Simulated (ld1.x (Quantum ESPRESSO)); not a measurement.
# Si (Z = 14): excitation energies, all-electron against TM semilocal

* Element: Si (Z = 14)
* Generator: ld1.x (Quantum ESPRESSO) 7.5
* Type: norm-conserving Troullier–Martins (semilocal form)
* Functional: LDA (PZ)
* Relativity: scalar-relativistic
* Frozen core: [Ne]
* Valence charge: 4
* Reference configuration: 3s2 3p0 (charge +2)
* Partial waves: 3s (bound): rc 1.64 bohr; 3d channel at 0.25 Ry: rc 2.00 bohr; 3p (bound, empty): rc 2.00 bohr
* Local potential: the p channel
* Core correction: none

Energies are relative to the spin-unpolarised reference configuration 3s2 3p0; without spin polarisation the order of configurations can differ from experiment. Spin-polarised rows fill each open shell by Hund’s rule, majority spin first.

| valence configuration | charge | ΔE all-electron (eV) | error AE − PS (meV) |
| --- | --- | --- | --- |
| 3s2 3p2 | 0 | -23.943 | +44 |
| 3s2 3p1 | +1 | -16.114 | +21 |
| 3s1 3p0 | +3 | 34.145 | +98 |
| 3s2 3p2.3 | -0.3 | -24.900 | +48 |
| 3s2 3p1.5 | +0.5 | -20.978 | +34 |
| 3s1 3p2 | +1 | -8.701 | +9.9 |
| 3s2 3p2 (spin-polarised) | 0 | -24.555 | +88 |
| 3s2 3p1 (spin-polarised) | +1 | -16.319 | +39 |

(1) What are ΔE and the potential's error for 3s0 3p4?

Levels in the configuration 3s2 3p1:

| level | all-electron (eV) | pseudo (eV) |
| --- | --- | --- |
| 3s | -19.109 | -19.153 |
| 3p | -11.753 | -11.782 |

Results:

(1) ΔE = -10.164 eV all-electron; the error (AE − PS) is +20 meV.
